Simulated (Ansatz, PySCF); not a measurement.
Molecule: sum formula GeOF$_{2}$ (charge +1, doublet). 
Coordinates optimised at B3LYP-D3(BJ)/def2-TZVP (Ansatz, a program for electronic structure):
```xyz
4

Ge    -0.0167    -0.0148    -0.0011
O     -1.3185    -1.1728    -0.0840
F     -0.2186     1.5302    -0.5861
F      1.4498    -0.4349     0.6645
```
Charge +1, spin multiplicity 2.

Total electronic energies in hartree. Valence correlation only, unless marked. UHF or UKS for open shells. No spin-orbit coupling. The frozen core is the preceding noble-gas configuration, with the filled d and f shells of earlier blocks. Non-relativistic. FCI takes restricted orbitals. CBS marks a two-point X^-3 extrapolation of the correlation energy; Hartree-Fock from the larger set. [CCSD(T)-MP2]/basis is that difference in the basis named.

| level | program | energy (Eh) |
|---|---|---|
| HF/aug-cc-pVQZ | Ansatz | -2348.96031 |
| HF-D3(BJ)/def2-TZVPD | PySCF + dftd3 | -2348.92799 |
| PBE-D3(BJ)/def2-TZVPD | Ansatz + dftd3 | -2351.09007 |
| BLYP-D4/def2-TZVPD | Ansatz + dftd4 | -2351.71516 |
| B97M-V/def2-TZVPD | Ansatz | -2351.18094 |
| B3LYP-D3(BJ)/def2-TZVPD | Ansatz + dftd3 | … |
| BHLYP-D4/def2-TZVPD | Ansatz + dftd4 | -2351.53691 |
| TPSSh-D3(BJ)/def2-TZVPD | PySCF + dftd3 | -2351.62030 |
| HSE06-D3(BJ)/def2-TZVPD | Ansatz + dftd3 | -2351.12080 |
| CAM-B3LYP-D4/def2-TZVPD | Ansatz + dftd4 | -2351.71251 |
| LC-wPBE-D4/def2-TZVPD | Ansatz + dftd4 | -2351.22610 |
| B2PLYP-D3(BJ)/def2-TZVPD | Ansatz + dftd3 | -2351.11029 |
| B2PLYP-D4/def2-TZVPD | Ansatz + dftd4 | -2351.11006 |
| MP2/STO-3G | Ansatz | -2321.54345 |
| RI-MP2/cc-pVQZ | Ansatz | -2349.81067 |
| RI-MP2/CBS(cc-pVTZ,cc-pVQZ) | Ansatz | -2349.8600 |
| SCS-MP2/aug-cc-pVDZ | Ansatz | -2349.39968 |
| CCSD/STO-3G | Ansatz | -2321.56532 |
| CCSD/6-31G* | Ansatz | -2349.05647 |
| CCSD/cc-pVDZ | Ansatz | -2349.35288 |
| CCSD/cc-pVTZ | Ansatz | -2349.71748 |
| FCI/STO-3G | Ansatz | -2321.58297 |
| RI-MP2/CBS(cc-pVTZ,cc-pVQZ)+[CCSD(T)-MP2]/cc-pVTZ | Ansatz | -2349.8924 |

**Question.** Fill in the missing entries.

**Answer.** 
- B3LYP-D3(BJ)/def2-TZVPD, energy (Eh): -2351.70269
